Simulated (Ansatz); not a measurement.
Ansatz (a first-principles code) job for WCl2, SMILES [Cl][W][Cl] (connectivity only; charge and spin as stated), neutral, multiplicity 3, PBE-D3(BJ)/def2-TZVP. 

Ansatz 0.2 input:
```yaml
crystal:
  periodic: [false, false, false]
  atoms:
    - {symbol: W, position_ang: [0.00000000, 0.00000000, 0.00000000]}
    - {symbol: Cl, position_ang: [0.00000000, 0.00000000, -2.20741281]}
    - {symbol: Cl, position_ang: [0.00000000, 0.00000000, 2.20741281]}
basis:
  gaussian:
    orbitals: def2-TZVP
hamiltonian:
  xc: pbe
  dispersion: d3bj
magnetization: {spin_polarized: true, initial_magnetization: 2}
relax: {f_tol: 0.002, max_steps: 200}
```

It prints:

```
WARN ansatz: RAYON_NUM_THREADS=1 ignored (pool sized by the plan → 1); use --threads N
Functional definition: PBE
integrals: 0.04 GiB planned
836 factors; their error is unknown
mean field: 0.38 GiB planned
mean field evaluation 1: about -26862.1675 eV, gradient 1.2e1 eV
mean field evaluation 2: about -26860.3023 eV, gradient 2.2e1 eV
mean field evaluation 4: about -26862.9489 eV, gradient 3.7e-1 eV
mean field evaluation 8: about -26862.9470 eV, gradient 1.8e-2 eV
mean field evaluation 16: about -26862.9470 eV, gradient 8.4e-5 eV
mean field evaluation 32: about -26862.0394 eV, gradient 4.3e-4 eV
mean field evaluation 64: about -26862.2722 eV, gradient 4.5e-1 eV
mean field evaluation 96: about -26861.3989 eV, gradient 5.3e0 eV
mean field evaluation 128: about -26862.0700 eV, gradient 1.8e-1 eV
mean field evaluation 160: about -26862.9059 eV, gradient 5.5e-1 eV
mean field -26862.94701065 eV, -987.1950942821 hartree, gradient 2.1e-6 eV, S^2 2.018840; 15 other end points of the search recorded, 0 dependent functions left out
the calculation of the forces begins
reference -26862.94704936 eV, -987.1950957044 hartree; 25, 23 occupied and 89, 91 virtual orbitals, 836 factors
relax step   1: F+E_penalty+E_count = -26863.02171639 eV  Δ(F+E_penalty+E_count) = +0.000e0 eV  max|allowed force component| = 1.728e-1 eV/Å  Δτ_max = 0.0000 Å  (471 SCF iters, accepted)
these checks for a lower state are left out or cut short: starts, cluster_reference, orbital_swaps, neighbouring_geometries, increment
integrals: 0.04 GiB planned
836 factors; their error is unknown
mean field: 0.38 GiB planned
mean field -26862.94845898 eV, -987.1951475069 hartree, gradient 2.8e-6 eV, S^2 2.019104; 0 other end points of the search recorded, 0 dependent functions left out
the calculation of the forces begins
reference -26862.94849767 eV, -987.1951489288 hartree; 25, 23 occupied and 89, 91 virtual orbitals, 836 factors
relax step   2: F+E_penalty+E_count = -26863.02297629 eV  Δ(F+E_penalty+E_count) = -1.260e-3 eV  max|allowed force component| = 4.467e-2 eV/Å  Δτ_max = 0.0100 Å  (39 SCF iters, accepted)
these checks for a lower state are left out or cut short: starts, cluster_reference, orbital_swaps, neighbouring_geometries, increment
integrals: 0.04 GiB planned
836 factors; their error is unknown
mean field: 0.38 GiB planned
mean field -26862.94851323 eV, -987.1951495006 hartree, gradient 8.0e-6 eV, S^2 2.019048; 0 other end points of the search recorded, 0 dependent functions left out
the calculation of the forces begins
reference -26862.94855192 eV, -987.1951509226 hartree; 25, 23 occupied and 89, 91 virtual orbitals, 836 factors
relax step   3: F+E_penalty+E_count = -26863.02306947 eV  Δ(F+E_penalty+E_count) = -9.318e-5 eV  max|allowed force component| = 2.864e-4 eV/Å  Δτ_max = 0.0021 Å  (36 SCF iters, accepted)
integrals: 0.04 GiB planned
836 factors; their error is unknown
mean field: 0.38 GiB planned
mean field evaluation 192: about -26862.9485 eV, gradient 1.8e-2 eV
mean field evaluation 224: about -26862.9485 eV, gradient 4.2e-5 eV
mean field evaluation 256: about -26862.5082 eV, gradient 1.4e0 eV
mean field evaluation 288: about -26862.1456 eV, gradient 8.7e-1 eV
mean field evaluation 320: about -26859.6930 eV, gradient 1.0e1 eV
mean field evaluation 352: about -26862.5454 eV, gradient 6.4e-1 eV
mean field -26862.94851323 eV, -987.1951495006 hartree, gradient 8.0e-6 eV, S^2 2.019048; 17 other end points of the search recorded, 0 dependent functions left out
the calculation of the forces begins
reference -26862.94855192 eV, -987.1951509226 hartree; 25, 23 occupied and 89, 91 virtual orbitals, 836 factors
Total energy: -26863.02310816 eV, -987.1978908139 hartree
Atom 0 at     0.000000     0.000000     0.000000 Å, force    -0.000000     0.000000     0.000000 eV/Å
Atom 1 at    -0.000000    -0.000000    -2.215303 Å, force     0.000000    -0.000000     0.000286 eV/Å
Atom 2 at    -0.000000    -0.000000     2.215303 Å, force     0.000000    -0.000000    -0.000286 eV/Å
Dipole moment:    -0.000000     0.000000    -0.000000 e Å
```

The calculation finished and met its thresholds.

Cost: very roughly 40 core-seconds.
